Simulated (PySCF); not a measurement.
## Atomic charges by several schemes

C₆H₉F₃NP.
Z-matrix (Å and degrees, GFN2-xTB geometry), rows numbered from 1:
```
C 
C   1  1.3282
C   2  1.4611  1  124.02
P   3  1.7309  2  113.28  1   -33.56
C   4  1.8990  3  103.37  2   161.43
F   5  1.3444  4  106.00  3  -149.89
F   5  1.3469  4  114.90  3   -33.20
F   5  1.3488  4  117.40  3    92.66
N   3  1.3486  2  117.38  1   150.71
C   9  1.4397  3  123.88  2   147.35
C   9  1.4429  3  121.10  2   -25.00
H   1  1.0763  2  121.74  3   176.19
H   1  1.0775  2  121.24  3    -3.74
H   2  1.0828  1  120.06  3  -178.46
H  10  1.0889  9  109.96  3   -14.19
H  10  1.0930  9  108.62  3  -132.43
H  10  1.0927  9  112.31  3   107.99
H  11  1.0913  9  108.70  3  -140.97
H  11  1.0874  9  110.45  3   -22.07
H  11  1.0954  9  111.51  3    99.62
```

Density: PBE0/pcSseg-1 (PySCF); schemes: Mulliken, IAO, Hirshfeld and ESP-fitted. One conformer (not necessarily the lowest) at the GFN2-xTB geometry, without solvent, vibrations or thermal averaging.

Problem. Do the Mulliken, IAO, Hirshfeld and ESP-fitted schemes agree on where the charge is highest?

Solution. All schemes agree: Mulliken C5 (+0.551); IAO C5 (+0.614); Hirshfeld C5 (+0.195); ESP-fitted C5 (+0.615).

Problem. For which atoms does the sign change between the 4 schemes (beyond +0.03 e in one, beyond −0.03 e in another)?

Solution. P4 and N9.

Problem. At which atom do the 4 schemes differ most?

Solution. At N9: from -0.644 (Mulliken) to +0.191 e (ESP-fitted), 0.835 e apart.

Problem. Give the atomic charges in each scheme.

Solution. In e:

| atom | environment | Mulliken | IAO | Hirshfeld | ESP-fitted |
| --- | --- | --- | --- | --- | --- |
| C1 | terminal =CH2 carbon | -0.098 | -0.272 | -0.070 | -0.308 |
| C2 | alkene CH carbon | -0.244 | -0.163 | -0.053 | -0.034 |
| C3 | carbon bonded to C, N and P | -0.026 | -0.085 | +0.009 | -0.056 |
| P4 | phosphorus bonded to 2 C | +0.233 | +0.101 | -0.047 | -0.317 |
| C5 | CF3 carbon | +0.551 | +0.614 | +0.195 | +0.615 |
| F6 | fluorine of a CF3 group | -0.272 | -0.282 | -0.108 | -0.187 |
| F7 | fluorine of a CF3 group | -0.276 | -0.290 | -0.097 | -0.232 |
| F8 | fluorine of a CF3 group | -0.276 | -0.291 | -0.101 | -0.215 |
| N9 | nitrogen bonded to 3 C | -0.644 | -0.111 | -0.022 | +0.191 |
| C10 | N-methyl carbon | -0.078 | -0.310 | -0.071 | -0.332 |
| C11 | N-methyl carbon | -0.075 | -0.312 | -0.056 | -0.331 |
| H12 | vinylic hydrogen | +0.125 | +0.162 | +0.057 | +0.158 |
| H13 | vinylic hydrogen | +0.150 | +0.169 | +0.043 | +0.174 |
| H14 | vinylic hydrogen | +0.121 | +0.151 | +0.049 | +0.114 |
| H15 | methyl hydrogen | +0.150 | +0.167 | +0.035 | +0.136 |
| H16 | methyl hydrogen | +0.119 | +0.143 | +0.049 | +0.118 |
| H17 | methyl hydrogen | +0.139 | +0.154 | +0.036 | +0.134 |
| H18 | methyl hydrogen | +0.134 | +0.156 | +0.056 | +0.133 |
| H19 | methyl hydrogen | +0.145 | +0.164 | +0.052 | +0.125 |
| H20 | methyl hydrogen | +0.121 | +0.138 | +0.046 | +0.114 |

Mean size of the charges over all atoms: IAO 0.212 e, ESP-fitted 0.201 e, Mulliken 0.199 e, Hirshfeld 0.063 e. Each set sums to the total charge, 0, to within 0.001 e. The ESP scheme is a least-squares fit of atom-centred charges to the potential on four shells outside the van der Waals surface, with the total charge fixed. The Hirshfeld scheme weights the molecular density at each point by an atom's share of the summed free-atom densities.

Problem. Sum the charges by element, for elements with more than one atom.

Solution. 
```tsv
element	atoms	Mulliken	IAO	Hirshfeld	ESP-fitted
C	6	+0.030	-0.530	-0.047	-0.445
F	3	-0.823	-0.863	-0.305	-0.635
H	9	+1.204	+1.403	+0.423	+1.207
```

Problem. How closely do the schemes follow one another over all atoms?

Solution. Correlation coefficient and root-mean-square difference: IAO with Hirshfeld 0.95, 0.173 e; Hirshfeld with ESP-fitted 0.90, 0.174 e; IAO with ESP-fitted 0.87, 0.124 e; Mulliken with IAO 0.81, 0.152 e; Mulliken with Hirshfeld 0.76, 0.199 e; Mulliken with ESP-fitted 0.48, 0.249 e.

Problem. How many electrons does the ESP-fitted scheme count on P4?

Solution. Z − q = 15 − (-0.317) = 15.317.
